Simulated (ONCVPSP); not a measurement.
# Mn (Z = 25): one change to an ONCV potential, before and after

Mn (Z = 25), optimised norm-conserving Vanderbilt (ONCV), made with ONCVPSP 4.0.1 (LDA (Perdew-Wang 92), scalar-relativistic). Core [Ne], reference 3s2 3p6 3d5 4s1 (charge +1). Waves: 3s+4s: rc 1.65 bohr, ncon 4, nbas 9, qcut 7.8 1/bohr, 2 projectors; 3p: rc 1.05 bohr, ncon 5, nbas 10, qcut 16.1 1/bohr, 2 projectors, debl 0.9 Ha; 3d: rc 1.75 bohr, ncon 4, nbas 9, qcut 8.6 1/bohr, 3 projectors, debl 2.4 Ha. Local part: polynomial inside 0.80 bohr (lpopt 3, dvloc0 3 Ha). Core correction: Teter function, fcfact 4.75, rcfact 1.8.

In the p channel the program set the typed energies aside and used -2.308, 0.250 Ha.

All-electron outer shells of the reference configuration (LDA (PZ), scalar-relativistic, ld1.x):

```json
{"shell": "2p", "level (eV)": "-637.98", "outermost node (bohr)": "–", "outermost maximum (bohr)": "0.19"}
{"shell": "3s", "level (eV)": "-93.71", "outermost node (bohr)": "0.34", "outermost maximum (bohr)": "0.74"}
{"shell": "3p", "level (eV)": "-62.80", "outermost node (bohr)": "0.31", "outermost maximum (bohr)": "0.75"}
{"shell": "3d", "level (eV)": "-15.21", "outermost node (bohr)": "–", "outermost maximum (bohr)": "0.75"}
{"shell": "4s", "level (eV)": "-12.17", "outermost node (bohr)": "1.05", "outermost maximum (bohr)": "2.35"}
```

Change: s: qcut 9.4; p: qcut 19.3; d: qcut 10.3.

Cutoffs: the cutoffs (Ha) at which the residual kinetic energy of the hardest occupied pseudo-wave falls to 1 and 0.1 mHa per electron; they do not see the model core or the augmentation charge, which bear on the density cutoff. Errors are all-electron minus pseudo energies relative to the spin-unpolarised reference configuration.

Question: How do hardness, ghosts and transferability respond?

Answer: The potential gets harder (72 Ha and 90 Ha → 99 Ha and 121 Ha); of the 4 tests that both files solve, the error grows in 0 and shrinks in 2 by more than 15 % and 0.3 meV (median size 41.5 → 27.7 meV); neither file shows a bound ghost.

| quantity | base | changed |
| --- | --- | --- |
| cutoff, loose | 72 Ha | 99 Ha |
| cutoff, tight | 90 Ha | 121 Ha |
| loose cutoff by channel | s 11 Ha, p 72 Ha, d 30 Ha | s 21 Ha, p 99 Ha, d 37 Ha |
| bound ghosts | none | none |
| GHOST(+) flags under 300 eV | none | none |
| error for 3s2 3p6 3d5 4s2, meV [ΔE -8.65 eV] | +2.0 | +1.7 |
| error for 3s2 3p6 3d5 4s0, meV [ΔE 15.87 eV] | +0.2 | 0.0 |
| error for 3s2 3p6 3d4 4s0, meV [ΔE 48.69 eV] | +81 | +54 |
| error for 3s2 3p6 3d3 4s0, meV [ΔE 99.73 eV] | +661 | +465 |
| s: phases at 1.68 bohr within 0.05 rad from the reference energy up to (Ha; the scan ends near 5) | to the end of the scan | to the end of the scan |
| p: phases at 1.06 bohr within 0.05 rad from the reference energy up to (Ha; the scan ends near 5) | to the end of the scan | to the end of the scan |
| d: phases at 1.78 bohr within 0.05 rad from the reference energy up to (Ha; the scan ends near 5) | to the end of the scan | to the end of the scan |
| rms error of d²Exc/dni dnj with the model core, mHa | 3.33 | 3.18 |
